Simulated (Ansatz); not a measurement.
Computed with Ansatz on PBE0-D4/def2-TZVP structures; ΔE is electronic, products minus reactants. CCSD(T)/CBS is the MP2 limit (def2-TZVPP, def2-QZVPP) plus CCSD(T) − MP2 in def2-TZVPP, frozen cores. This one scheme is used for every species. Functionals use def2-TZVPP. B3LYP here is the variant with VWN-RPA as its local correlation; programs differ in this. One conformer a species, not always the lowest.

`BN([SiH3])C=C` + `CN[SiH2]N` → `BN[SiH2]NC` + `C=CN[SiH3]`  (ligand exchange at a B–N bond)

```tsv
level	ΔE (kJ/mol)	difference from CCSD(T)/CBS
PBE-D4	-9.7	-6.0
B3LYP-D4	-10.2	-6.5
ωB97M-V	-8.1	-4.4
PBE	-12.3	-8.6
r2SCAN	-10.0	-6.3
PBE0	-11.2	-7.5
B3LYP	-14.7	-11.0
MP2/def2-TZVPP	-3.8	-0.1
CCSD/def2-TZVPP	-6.3	-2.6
MP2/def2-QZVPP	-3.2	0.5
CCSD(T)/CBS	-3.7	0
```

Largest T1 diagnostic among the species: 0.013.

In def2-TZVPP, CCSD(T) changes the Hartree–Fock value by +11.4 kJ/mol (the triples alone add +1.6 kJ/mol) and MP2 by +12.3 kJ/mol. The D4 term adds +4.6 kJ/mol with B3LYP and +2.1 kJ/mol with PBE0; it sums over pairs of atoms, weighted by their polarisabilities, and B3LYP, whose exchange is more repulsive, gets the larger term.
